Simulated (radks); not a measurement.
Removal energies from the gallium ion Ga9+, [Ar] 3d4, by Delta-SCF beside the eigenvalue of the level emptied. Calculated with a radial shooting solver on a logarithmic mesh with Libxc functionals: non-relativistic Kohn-Sham, PBE, spin-polarised, spherical densities, point nucleus. Open shells are filled with parallel spins first.

3d: final configuration [Ar] 3d3; Delta-SCF (eV) 246.35; -eigenvalue (eV) 228.96
3p: final configuration [Ne] 3s2 3p5 3d4; Delta-SCF (eV) 317.16; -eigenvalue (eV) 300.98
3s: final configuration [Ne] 3s1 3p6 3d4; Delta-SCF (eV) 363.80; -eigenvalue (eV) 347.65
2p: final configuration [He] 2s2 2p5 3s2 3p6 3d4; Delta-SCF (eV) 1369.4; -eigenvalue (eV) 1324.8
